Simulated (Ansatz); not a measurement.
Geometry optimisation, Ansatz 0.2.0, RKS PBE0/def2-SVP.

Input file:

```yaml
crystal:
  periodic: [false, false, false]
  atoms:
    - { symbol: "N", position_ang: [-0.85149, 1.15823, -0.3762] }
    - { symbol: Ga, position_ang: [0.08829, -0.39013, -0.08988] }
    - { symbol: O, position_ang: [1.67553, -0.4672, 0.60431] }
    - { symbol: F, position_ang: [-0.56439, -1.92844, -0.62647] }
    - { symbol: H, position_ang: [-1.51195, 1.11437, -1.14675] }
    - { symbol: H, position_ang: [-0.26047, 1.97629, -0.48168] }
    - { symbol: H, position_ang: [2.13233, -1.30977, 0.62258] }
basis:
  gaussian: { orbitals: def2-SVP }
hamiltonian:
  xc: pbe0
relax:
  f_tol: 0.015
  max_steps: 40
```

Run as:

```bash
$ ansatz run input.yaml --threads 1 --pin off --max-ram 2048MiB --backend cpu --events-out ev --progress --plain --runs-dir out
```

**Question.** Where does it end, and by what steps?

**Answer.** It converged. After 7 steps the energy has fallen by 0.076 eV; N1 moved furthest, 0.18 Å.

```csv
step,energy less start (eV),largest force component (eV/Å),accepted
0,0.0000,0.947,yes
1,-0.0092,0.796,yes
2,-0.0483,0.433,yes
3,-0.0623,0.541,yes
4,-0.0731,0.195,yes
5,-0.0750,0.079,yes
6,-0.0756,0.022,yes
7,-0.0756,0.006,yes
```

```xyz
7
Properties=species:S:1:pos:R:3
N -0.746 1.116 -0.519
Ga 0.151 -0.399 -0.192
O 1.744 -0.448 0.582
F -0.588 -1.936 -0.604
H -1.599 1.133 -1.062
H -0.328 2.030 -0.411
H 2.073 -1.344 0.712
```

Run time: 78 s on 1 thread of Intel(R) Xeon(R) Processor @ 2.50GHz (Skylake/Cascade Lake) (shared host), peak memory 0.19 GiB.
